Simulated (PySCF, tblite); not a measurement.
Isomers of C7H10OS. Calculated harmonic vibrations of the isolated species, GFN2-xTB (tblite), most abundant isotopes, no scaling. This tight-binding method is rough: wavenumbers can miss measured ones by several per cent, in bad cases by 10 to 20. One conformer each.

Electronic energies: PBE0/pcSseg-1 single points on the GFN2-xTB geometries (PySCF, gas phase).

```tsv
SMILES	electronic energy, lowest = 0 (kJ/mol)
CCOCc1cccs1	46.5
CC(C)Oc1ccsc1	32.5
C#C[C@H]1CC[S@](=O)CC1	266.7
CC(=O)[C@@]1(C)CCC1=S	66.7
CC(=O)[C@@H]1CCC(=S)C1	0.0
```

Q: How do GFN2-xTB zero-point energies change the relative energies?

A: 
| SMILES | ZPE (kJ/mol) | of it from modes above 1550 cm⁻¹ | electronic (kJ/mol) | with ZPE, lowest = 0 (kJ/mol) | lowest mode (cm⁻¹) | rings |
| --- | --- | --- | --- | --- | --- | --- |
| CC(=O)[C@@H]1CCC(=S)C1 | 401.9 | 189.9 | 0.0 | 0.0 | 46 | 1 |
| CC(C)Oc1ccsc1 | 399.1 | 192.6 | 32.5 | 29.7 | 40 | 1 |
| CCOCc1cccs1 | 397.6 | 188.3 | 46.5 | 42.2 | 22 | 1 |
| CC(=O)[C@@]1(C)CCC1=S | 398.5 | 191.5 | 66.7 | 63.3 | 57 | 1 |
| C#C[C@H]1CC[S@](=O)CC1 | 399.6 | 194.6 | 266.7 | 264.5 | 87 | 1 |

The zero-point energies span 4.3 kJ/mol, from `CCOCc1cccs1` to `CC(=O)[C@@H]1CCC(=S)C1`. The order is unchanged.

Q: And how do the electronic energies of GFN2-xTB itself compare?

A: `CC(=O)[C@@H]1CCC(=S)C1` 0.0; `CC(C)Oc1ccsc1` 3.1; `CCOCc1cccs1` 37.3; `CC(=O)[C@@]1(C)CCC1=S` 55.0; `C#C[C@H]1CC[S@](=O)CC1` 158.4 kJ/mol, lowest = 0. Against the energies above, taken from the same isomer `CC(=O)[C@@H]1CCC(=S)C1`, the largest difference is 108.3 kJ/mol.

Q: What do entropy and thermal enthalpy add at 298.15 K and 1 bar (rigid rotor, harmonic oscillator, one conformer each)?

A: 
```tsv
SMILES	point group	symmetry number	S (J/(mol K))	H − H(0) (kJ/mol)	ZPE + H − H(0) − TS (kJ/mol)
CC(=O)[C@@H]1CCC(=S)C1	C1	1	408.2	27.36	307.5
CC(C)Oc1ccsc1	C1	1	405.2	27.83	306.1
CC(=O)[C@@]1(C)CCC1=S	C1	1	412.4	28.82	304.4
C#C[C@H]1CC[S@](=O)CC1	Cs	1	388.7	26.68	310.4
```

Not tabulated: `CCOCc1cccs1` (lowest mode only 22 cm⁻¹).
